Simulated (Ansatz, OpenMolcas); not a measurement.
**How basis sets differ on C3H4AlF (SMILES C#[C][Al]([CH3])[F])**

C3H4AlF has 9 atoms, charge 0, and is taken as a singlet. SMILES: `C#[C][Al]([CH3])[F]`. The coordinates come from a PBE0-D4/def2-TZVP relaxation.

Each level gives the HOMO–LUMO gap (eV). The values are calculated.

```tsv
level	kind	program	value (eV)	CPU time
HF/ANO-R0 (sfX2C)	Hartree–Fock	OpenMolcas	13.38	3.5 s
HF/STO-3G	Hartree–Fock	Ansatz	16.36	1.2 s
HF/3-21G	Hartree–Fock	Ansatz	12.96	1.8 s
HF/ANO-S-VDZ	Hartree–Fock	OpenMolcas	12.50	4.4 s
HF/cc-pVDZ	Hartree–Fock	OpenMolcas	12.78	19 s
HF/def2-SVP	Hartree–Fock	Ansatz	12.96	7 s
```

The values span 12.50 to 16.36 eV. A Hartree–Fock LUMO above zero doesn't converge with the basis: it sinks as sets grow more diffuse. Orbital gaps aren't excitation energies. Times are those of the runs behind each value, whatever else they computed, on shared processors of several kinds: orders of magnitude only.
